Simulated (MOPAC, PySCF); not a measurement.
[Zr(NH2)4], neutral singlet in the gas phase. 

Cartesian coordinates (Å):
```xyz
13

Zr     0.0199     0.1112    -0.1620
N     -1.1108     0.7304     1.4495
H     -1.6355     1.6128     1.4617
H     -1.3382     0.2291     2.3136
N      1.8484     1.0667    -0.1408
H      2.1496     1.8774     0.4084
H      2.6703     0.7167    -0.6466
N      0.3373    -1.9255    -0.0612
H     -0.0722    -2.6770    -0.6243
H      1.0431    -2.3519     0.5505
N     -0.9920     0.5808    -1.8976
H     -2.0057     0.4560    -2.0036
H     -0.6518     1.0420    -2.7468
```
Charge 0, multiplicity 1.

All levels are single points at this geometry (TPSS-D3(BJ)/def2-SVP); Pople sets use spherical d functions. Orbital energies aren't observables, and empty levels follow the basis.

B3LYP-D3(BJ)/def2-TZVP in PySCF gives gap (eV) = 6.14.

Problem. Estimate the gap (eV) from each of these levels: PBE-D3(BJ)/def2-TZVP in PySCF; TPSSh-D3(BJ)/def2-TZVP in PySCF; B3LYP/6-31G* (LANL2DZ on Zr) in PySCF; B3LYP/LANL2DZ in PySCF; BP86/6-31G* (LANL2DZ on Zr) in PySCF; M06-2X/6-31G* (LANL2DZ on Zr) in PySCF; HF/6-31G* (LANL2DZ on Zr) in PySCF; PM6 in MOPAC.

Solution. 
| level | gap (eV) |
|---|---|
| PBE-D3(BJ)/def2-TZVP in PySCF | 4.46 |
| TPSSh-D3(BJ)/def2-TZVP in PySCF | 5.54 |
| B3LYP/6-31G* (LANL2DZ on Zr) in PySCF | 5.98 |
| B3LYP/LANL2DZ in PySCF | 6.12 |
| BP86/6-31G* (LANL2DZ on Zr) in PySCF | 4.24 |
| M06-2X/6-31G* (LANL2DZ on Zr) in PySCF | 8.37 |
| HF/6-31G* (LANL2DZ on Zr) in PySCF | 11.82 |
| PM6 in MOPAC | 9.90 |
